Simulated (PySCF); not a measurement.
**Co²⁺ (cobalt, charge +2) across methods**

[Ar] 3d6 4s1, high-spin 6D determinant (an excited configuration). Computed with PySCF 2.14 in aug-cc-pVTZ, with the non-relativistic Hamiltonian (point nucleus).

| method | E (hartree) | mean ε 3d α (eV) | mean ε 3d β (eV) | mean ε 4s α (eV) | Σ⟨r²⟩ (bohr²) | ⟨S²⟩ |
| --- | --- | --- | --- | --- | --- | --- |
| wB97X | -1381.611 | -40.770 | -36.389 | -26.578 | 19.56 | 8.751 |
| B97-3 | -1381.458 | -38.683 | -34.103 | -24.438 | 19.53 | 8.751 |
| PBE0 | -1381.384 | -38.593 | -33.906 | -24.612 | 19.55 | 8.751 |
| M06 | -1381.529 | -38.656 | -33.235 | -24.778 | 19.48 | 8.752 |
| r2SCAN | -1381.582 | -36.228 | -31.542 | -24.062 | 19.50 | 8.751 |
| UHF | -1380.42995 | -46.876 | -40.570 | -26.653 | 19.62 | 8.752 |
| PBE | -1381.336 | -35.572 | -31.313 | -23.781 | 19.60 | 8.750 |
| LDA | -1378.983 | -35.843 | -31.281 | -24.086 | 19.57 | 8.751 |

(1) Estimate the same row for B3LYP.

Answers

(1) E (hartree) = -1381.634; mean ε 3d α (eV) = -37.971; mean ε 3d β (eV) = -33.606; mean ε 4s α (eV) = -24.552; Σ⟨r²⟩ (bohr²) = 19.56; ⟨S²⟩ = 8.751.
